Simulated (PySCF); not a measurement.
C$_{5}$H$_{4}$N (SMILES [c]1ccccn1), doublet, geometry from GFN2-xTB. Base run: PBE0/3-21G run with PySCF.

Here is a job for PySCF.
```python
from pyscf import gto, scf, dft

mol = gto.Mole()
mol.atom = '''
    C     0.63209058   -1.22024868    0.00213114
    N    -0.64629227   -1.23442534   -0.05415938
    C    -1.34250590   -0.10541752   -0.06100991
    C    -0.67699484    1.10741371   -0.00646097
    C     0.71176925    1.11346857    0.05449419
    C     1.41491343   -0.08547821    0.06018361
    H    -2.41988510   -0.18337616   -0.10983212
    H    -1.23281981    2.03263606   -0.01143014
    H     1.24980916    2.05081684    0.09769064
    H     2.49130647   -0.11752659    0.10665885
'''
mol.basis = '3-21g'
mol.spin = 1
mol.verbose = 4
mol.build()

mf = dft.UKS(mol)
mf.xc = 'pbe0'
mf.kernel()
mo_i, mo_e, stable_i, stable_e = mf.stability(internal=True, external=False, return_status=True, nroots=6, tol=1e-6)
print('internally stable:', stable_i, ' externally stable:', stable_e)
if not stable_i:
    umf = mf.copy()
    umf.scf_summary = {}
    umf.kernel(umf.make_rdm1(mo_i, mf.mo_occ))
```

The bond that is stretched is that between atoms 8 and 4. A test that says stable can miss a lower solution.

The base run was repeated with changes; each row names its change, and settings that it needs were set with it.

```csv
change,ΔE vs base (kcal/mol),<S^2>,stability test says
base,0.000,0.756,internally stable (external not tested)
bond × 1.25,18.11,0.756,internally stable (external not tested)
bond × 1.5,49.06,0.757,internally stable (external not tested)
bond × 1.8,83.5,0.831,internally stable (external not tested)
bond × 2.2,106.6,1.360,internally stable (external not tested)
bond × 3.0,128.2,0.750,internal instability
```

On stretching, the SCF can end on different states; <S^2> shows the spin contamination of each.
